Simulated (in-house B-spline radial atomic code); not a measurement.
**Ionising the lead ion Pb¹⁰⁺ with different functionals**

Computed with an all-electron radial atomic-structure program (B-spline basis): scalar-relativistic (spin-free X2C) Hamiltonian, Fermi nucleus of rms radius 5.5012 fm, spin-polarised at highest spin, spherical fractional occupations for the functionals, and exact exchange of hybrids averaged over the configuration. The ionisation energy is the difference of two self-consistent energies, [Xe] 4f14 5d4 → [Xe] 4f14 5d3, without Breit or QED terms; ε is the level of the shell that loses the electron (its least bound occupied spin orbital). There is no spin-orbit coupling in this Hamiltonian.

```
   method                    rung  ΔSCF (eV)  -ε(5d) (eV)
     PBE0           global hybrid     182.75       175.45
    B3LYP           global hybrid     182.57       174.71
    TPSSh           global hybrid     182.67       173.81
BHandHLYP           global hybrid     182.61       177.93
  r2SCAN0           global hybrid     183.12       175.91
    B97-1           global hybrid          ?            ?
    HSE06  range-separated hybrid     182.69       174.98
    wB97X  range-separated hybrid          ?            ?
CAM-B3LYP  range-separated hybrid     182.51       176.67
  LC-wPBE  range-separated hybrid     182.55       178.01
```

What does wB97X give?

ΔSCF 182.33 eV, and -ε(5d) = 177.67 eV.

What does B97-1 give?

ΔSCF 182.56 eV, and -ε(5d) = 174.82 eV.

Among the functionals, which spreads more, the ΔSCF values or the orbital energies?

The orbital energies: ΔSCF values span about 0.78 eV and the orbital energies 4.20 eV; here energy differences depend much less on the functional than eigenvalues do.

How do they compare with the NIST value?

NIST lists 182 eV ± 2.4 (tabulated theory, ground level to ground level). Errors run from +0.33 to +1.12 eV; all lie within about twice that uncertainty, so the table can't rank the methods.
